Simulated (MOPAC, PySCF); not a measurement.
C₂H₂O, SMILES `C#CO`, neutral singlet in the gas phase. 

Cartesian coordinates (Å):
```xyz
5

C      1.0863     0.1395     0.0048
C     -0.0454    -0.1609     0.2559
O     -1.2555    -0.5686     0.5363
H      2.0863     0.4134    -0.2182
H     -1.8717     0.1766     0.5469
```
Charge 0, multiplicity 1.

All levels are single points at this geometry (B3LYP-D3(BJ)/def2-TZVP); Pople sets use spherical d functions. Orbital energies aren't observables, and empty levels follow the basis.

```
level                            HOMO (eV)  LUMO (eV)  gap (eV)  dipole (D)  vertical IE, Delta-SCF (eV)
-------------------------------  ---------  ---------  --------  ----------  ---------------------------
B3LYP-D3(BJ)/def2-TZVP in PySCF      -7.07      -0.03      7.04        1.75                            –
PBE-D3(BJ)/def2-TZVP in PySCF        -5.99      -0.56      5.42        1.77                            –
B3LYP/3-21G in PySCF                 -6.61       1.50      8.12        2.02                            –
B3LYP/6-311+G** in PySCF             -7.14      -0.65      6.50        1.78                            –
B3LYP/6-31G* in PySCF                -6.59       1.12      7.71        1.81                         9.76
M06-2X/6-31G* in PySCF               -8.25       2.48     10.73        1.82                            –
SVWN5/6-31G* in PySCF                -5.63       0.34      5.96        1.89                         9.90
PM3 in MOPAC                        -10.30       1.60     11.91        1.41                            –
PM7 in MOPAC                        -10.40       1.37     11.77        1.65                            –
```
